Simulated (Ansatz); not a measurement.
Ansatz results at the PBE0-D4/def2-TZVP geometry: HOMO–LUMO gap (B3LYP/def2-TZVPP) 6.38 eV; LUMO energy (ωB97M-V/def2-TZVPP) 1.01 eV; LUMO energy (PBE0/def2-TZVPP) -0.71 eV.

Each molecule was computed in one conformer, which needn't be the lowest.

Q: Which molecule gave them?
A. `O[Si]([SiH3])([SiH3])S`
B. `O[SiH](S)[SiH2][SiH3]`
C. `[SiH3][SiH2]O[SiH2]S`
D. `O[SiH2][SiH]([SiH3])S`

A: A. The others give `O[SiH](S)[SiH2][SiH3]`: 6.73, 1.25, -0.46; `[SiH3][SiH2]O[SiH2]S`: 6.83, 1.19, -0.54; `O[SiH2][SiH]([SiH3])S`: 5.85, 0.74, -0.97.

B3LYP here is the variant with VWN-RPA as its local correlation; programs differ in this.
